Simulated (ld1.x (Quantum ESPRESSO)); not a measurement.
O (Z = 8): one change to an RRKJ potential, before and after

| Quantity | Value |
| --- | --- |
| Element | O |
| Generator | ld1.x (Quantum ESPRESSO) 7.5 |
| Type | norm-conserving RRKJ (Kleinman–Bylander form) |
| Functional | PBE |
| Relativity | non-relativistic |
| Frozen core | [He] |
| Valence charge | 6 |
| Reference configuration | 2s2 2p4 |
| Partial waves | 2s (bound): rc 0.80 bohr; 2p (bound): rc 1.60 bohr |
| Local potential | the p channel |
| Core correction | none |
| rho0 | 0.01 |

All-electron outer shells of the reference configuration (PBE, non-relativistic, ld1.x):

```tsv
shell	level (eV)	outermost node (bohr)	outermost maximum (bohr)
2s	-23.91	0.28	0.87
2p	-9.04	–	0.82
```

Change: all radii scaled by about 0.87 (s 0.70, p 1.40 bohr).

Cutoffs: the cutoffs (Ry, on a coarse ladder) from which the occupation-weighted sum of valence levels, in a spherical-Bessel basis at the reference potential, stays within 10 and 1 mRy of its value at 400 Ry; they do not see the model core or the augmentation charge, which bear on the density cutoff. Errors are all-electron minus pseudo energies relative to the spin-unpolarised reference configuration.

Question: Predict the effect on cutoff, ghosts and configuration errors.

Answer: The potential gets harder (120 Ry and 180 Ry → 180 Ry and 260 Ry); of the 7 tests that both files solve, the error grows in 1 and shrinks in 5 by more than 15 % and 0.3 meV (median size 6.4 → 8.5 meV); neither file shows a bound ghost. A smaller radius makes the pseudo-wave follow the all-electron one further in, where it bends more sharply, so more plane waves are needed.

| quantity | base | changed |
| --- | --- | --- |
| cutoff, loose | 120 Ry | 180 Ry |
| cutoff, tight | 180 Ry | 260 Ry |
| loose cutoff by channel (10 mRy a level) | s 110 Ry, p 45 Ry | s 140 Ry, p 55 Ry |
| bound ghosts | none | none |
| error for 2s2 2p3, meV [ΔE 16.44 eV] | -4.2 | -3.8 |
| error for 2s2 2p2, meV [ΔE 50.03 eV] | +112 | +58 |
| error for 2s2 2p1, meV [ΔE 103.90 eV] | +756 | +451 |
| error for 2s2 2p3.5, meV [ΔE 6.29 eV] | -3.0 | -1.9 |
| error for 2s2 2p4.3, meV [ΔE -2.12 eV] | -1.4 | -0.8 |
| error for 2s1 2p4, meV [ΔE 31.61 eV] | -81 | -43 |
| error for 2s1 2p5, meV [ΔE 14.90 eV] | +6.4 | +8.5 |
